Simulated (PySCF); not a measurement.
A TDDFT job was run through a driver script with this input:

```
{"job": {"kind": "uv", "xc": "PBE0", "basis": "def2-SVPD", "nstates": 8, "ntriplets": 3}, "charge": 0, "multiplicity": 1}
C     -2.253016     0.158666    -0.410216
C     -1.273761    -0.585267     0.426587
S     -1.727763    -1.726050     1.512962
C      0.109904    -0.268658     0.273963
N      0.598737     0.585665    -0.569521
C      1.929529     0.696312    -0.519104
C      2.591951    -0.085939     0.391218
Se     1.428594    -1.139792     1.355761
H     -1.851276     0.317483    -1.408439
H     -2.424353     1.140662     0.033183
H     -3.199480    -0.373563    -0.453677
H      2.410758     1.386293    -1.192135
H      3.655788    -0.105325     0.541691
```

Output:

```
coarse grid: 57032 points
cycle   1  E = -3046.6778433004  dE =  4.929e-01  |g| = 4.000e-01  |ddm| = 8.123e+00
cycle   2  E = -3046.6087930379  dE =  6.905e-02  |g| = 6.537e-01  |ddm| = 2.498e+00
cycle   3  E = -3046.7187425013  dE = -1.099e-01  |g| = 1.195e-01  |ddm| = 1.834e+00
cycle   4  E = -3046.7219972591  dE = -3.255e-03  |g| = 4.707e-02  |ddm| = 3.807e-01
cycle   5  E = -3046.7224296393  dE = -4.324e-04  |g| = 2.705e-02  |ddm| = 1.730e-01
cycle   6  E = -3046.7226322361  dE = -2.026e-04  |g| = 5.391e-03  |ddm| = 7.130e-02
cycle   7  E = -3046.7226403849  dE = -8.149e-06  |g| = 1.472e-03  |ddm| = 1.755e-02
final grid: 118712 points
cycle   8  E = -3046.7226537412  dE =  9.294e-07  |g| = 2.390e-03  |ddm| = 1.160e-02
cycle   9  E = -3046.7226487202  dE =  5.021e-06  |g| = 4.748e-03  |ddm| = 1.434e-02
cycle  10  E = -3046.7226552674  dE = -6.547e-06  |g| = 6.274e-04  |ddm| = 1.024e-02
cycle  11  E = -3046.7226553662  dE = -9.875e-08  |g| = 8.177e-05  |ddm| = 1.492e-03
cycle  12  E = -3046.7226553680  dE = -1.751e-09  |g| = 2.709e-05  |ddm| = 2.603e-04
cycle  13  E = -3046.7226553682  dE = -2.169e-10  |g| = 1.110e-05  |ddm| = 7.234e-05
converged SCF energy = -3046.7226553682

Static polarisability (au): isotropic 117.957, principal 68.632 120.123 165.117

Singlet excitations
state   eV       nm        f      main configurations
  1   2.0798    596.1   0.00009   H->L 0.99
  2   3.2932    376.5   0.14056   H-1->L 0.94
  3   3.7661    329.2   0.00015   H-3->L 0.90, H-2->L 0.10
  4   4.4411    279.2   0.09312   H-2->L 0.83, H-3->L 0.09
  5   5.1818    239.3   0.00054   H->L+2 0.89
  6   5.2246    237.3   0.05365   H-4->L 0.83
  7   5.2959    234.1   0.00146   H-1->L+1 0.87
  8   5.4274    228.4   0.13630   H->L+1 0.80

Triplet excitations (Tamm-Dancoff, eV): 1.6784 1.9917 3.3447
```

Method: TDDFT PBE0/def2-SVPD, vertical, gas phase, core orbitals frozen in the response (PySCF 2.14.0, density-fitted response routines). The structure is a single GFN2-xTB conformer in the gas phase; no vibrational or solvent corrections. Relativistic effects, spin–orbit coupling among them, are left out although an element past zinc is present.

What transition dipole goes with state 2?

|μ|² = 3f / (2ΔE) = 3 × 0.1406 / (2 × 0.1210) ≈ 1.742 au, so |μ| = 3.35 D.

What is the polarisability anisotropy, √(½[(α1 − α2)² + (α2 − α3)² + (α3 − α1)²])?

83.62 au.

Does any listed singlet fall in the visible range?

S1 lies in the visible range (380 to 750 nm), at 596 nm, dark in the vertical dipole picture (f under 0.0005); light of that wavelength is yellow to orange, and its complementary colour is blue to green-blue; a Tamm–Dancoff triplet lies at 739 nm, without intensity as long as spin–orbit coupling is left out.

Which orbital energies lie behind H and L?

HOMO -6.70 eV and LUMO -3.12 eV, a gap of 3.58 eV; state 1 differs from that by -1.50 eV.

Give the mean polarisability in Å³.

117.96 au × 0.148185 = 17.48 Å³.

Write the structure that the coordinates describe.

`CC(=S)c1ncc[se]1` (C5H5NSSe).

The SCF starts on a coarse grid; the energy jumps when the final grid takes over, and dE counts afresh there. H and L stand for HOMO and LUMO.

On x86-64 server, one thread, shared host, this took 45 s wall.

Shape of the structure used: `[CH3:1][C:2](=[S:3])[c:4]1[n:5][cH:6][cH:7][se:8]1`: C1–C2–C4–N5 -3°.
